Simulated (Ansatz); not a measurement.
Reaction (formal exchange of groups at the Si–O bond): `C[Si](N)(O)F` + BH₃ → `B[Si](C)(N)F` + H₂O

Calculated with Ansatz (gas phase, PBE0-D4/def2-TZVP geometries, no zero-point term in ΔE). CCSD(T)/CBS is the MP2 limit (def2-TZVPP, def2-QZVPP) plus CCSD(T) − MP2 in def2-TZVPP, frozen cores. This one scheme is used for every species. Functionals use def2-TZVPP. Each species was taken in one conformer, which may not be the lowest.

CCSD(T)/CBS gives +1.45 eV.

Q: Another level gave +1.56 eV. Which?
A. SCS-MP2/def2-TZVPP
B. CCSD/def2-TZVPP
C. PBE0/def2-TZVPP
D. PBE/def2-TZVPP

A: A. SCS-MP2/def2-TZVPP 1.56, CCSD/def2-TZVPP 1.50, PBE0 1.35, PBE 1.25 eV.

Largest T1 diagnostic among the species: 0.011.

From PBE to PBE0 (25 % exact exchange), in def2-TZVPP and without D4, ΔE moves by +0.10 eV. In def2-TZVPP, CCSD(T) changes the Hartree–Fock value by −0.24 eV (the triples alone add −0.03 eV) and MP2 by −0.17 eV.
